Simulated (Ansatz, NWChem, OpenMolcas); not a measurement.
## KLi (Lithium Potassium): the energy, rung by rung

The species is KLi (2 atoms), meant as a singlet with charge 0. As SMILES, `[Li][K]`. The bond length is the measured one.

```xyz
2

Li    0.0000    0.0000    0.0000
K     0.0000    0.0000    3.2700
```

Each level gives the energy change with the Li1–K2 bond stretched from 3.270 to 4.251 Å (eV). The values are calculated.

```
                          level                    kind     program  value (eV)  less CCSD(T)/def2-TZVP
      HF/def2-TZVP (restricted)            Hartree–Fock      NWChem        0.13                   -0.05
   SVWN5/def2-TZVP (restricted)                     LDA  OpenMolcas        0.23                   +0.05
   M06-L/def2-TZVP (restricted)                meta-GGA  OpenMolcas        0.19                   +0.01
  M06-2X/def2-TZVP (restricted)         hybrid meta-GGA      NWChem        0.26                   +0.08
   HSE06/def2-TZVP (restricted)  range-separated hybrid      Ansatz        0.19                   +0.01
  B2PLYP/def2-TZVP (restricted)           double hybrid  OpenMolcas        0.20                   +0.02
RPA@PBE0/def2-TZVP (restricted)                     RPA      Ansatz        0.15                   -0.03
 BCCD(T)/def2-TZVP (restricted)   coupled cluster or CI      Ansatz        0.18                    0.00
 CCSD(T)/def2-TZVP (restricted)   coupled cluster or CI      Ansatz        0.18                    0.00
```

CCSD(T)/def2-TZVP (restricted) is the highest level here, not the true value. Its T1 diagnostic reaches 0.021, a sign that one reference may not serve. The first shape isn't each level's own minimum. The values span 0.13 to 0.26 eV.
